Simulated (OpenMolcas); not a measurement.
An OpenMolcas run meant for Er3+ (ANO-RCC-VTZP, DKH3; inactive shells 1s 2s 2p 3s 3p 3d 4s 4p 4d 5s 5p; intended active space 11 electrons in 7 orbitals (4f)). One step of its input:

```
&CASPT2
Multistate=30 1 2 3 4 5 6 7 8 9 10 11 12 13 14 15 16 17 18 19 20 21 22
23 24 25 26 27 28 29 30
Frozen=14 9
IPEA=0.25
Imaginary=0.1
MaxIter=60
WThr=0.0 0.3 0.05
PrWF=0.5
NoMix
Deleted=22 23
```

The run finished. Its levels beside those of a sound run (SS-CASPT2, IPEA 0.25 Eh, imaginary shift 0.1 Eh (closed shells correlated: 5s 5p)), in cm⁻¹ above each run's lowest level:

| Level | This run | Usual run |
| --- | --- | --- |
| 4f¹¹ ⁴I°_15/2 | 0.0 | 0.0 |
| 4f¹¹ ⁴I°_13/2 | 6600 | 6635 |
| 4f¹¹ ⁴I°_11/2 | 10685 | 10462 |
| 4f¹¹ ⁴I°_9/2 [58 %] | 13316 | 12616 |
| 4f¹¹ ⁴F°_9/2 [61 %] | 18446 | 16138 |
| 4f¹¹ ⁴S°_3/2 [70 %] | 22720 | 19852 |
| 4f¹¹ ²H°_11/2 [65 %] | 22526 | 20527 |
| 4f¹¹ ⁴F°_7/2 | 24550 | 21811 |
| 4f¹¹ ⁴F°_3/2 [64 %] | 26737 | 23828 |
| 4f¹¹ ⁴F°_5/2 | 26823 | 23980 |
| 4f¹¹ ⁴G°_11/2 | 32246 | 28853 |
| 4f¹¹ ⁴G°_9/2 | 33215 | 29945 |
| 4f¹¹ ²G°_7/2 [68 %] | 33422 | 30586 |
| 4f¹¹ ²K°_15/2 | 32849 | 30807 |

Which setting is unsound, and how much does it matter here?

Nearly half of the orbitals are deleted from the virtual space, which removes much of the correlation energy. Against the sound run the excited levels shown move by 2200 cm-1 on average and by 3400 cm-1 at most.

CASPT2 does not keep the components of a term degenerate, so their means are used; among the terms shown or strongly mixed into the levels shown the widest spread is 1100 cm-1 (4f¹¹ ⁴I°, this run). High states are left out of the spin-orbit mixing, which shifts the levels that they would mix with. The CASPT2 spread within a term exceeds the gap to the next term for 4f¹¹ ⁴F° and 4f¹¹ ⁴S°, so the order of their levels is uncertain, and so are names and mixing where such terms share a J (figures for the sound run; the like holds for this run). Some levels mix across a computed gap that differs much from the measured one, so their mixing is not that of the real levels (holds for this run). Some terms miss by over 15 % even with CASPT2, which points to a basis or an active space too small for the shells correlated (holds for this run). Levels of configurations outside the active space are missing.

A share in square brackets marks a mixed level and gives the weight of the term that names it, the lowest over the columns. ° marks odd parity.
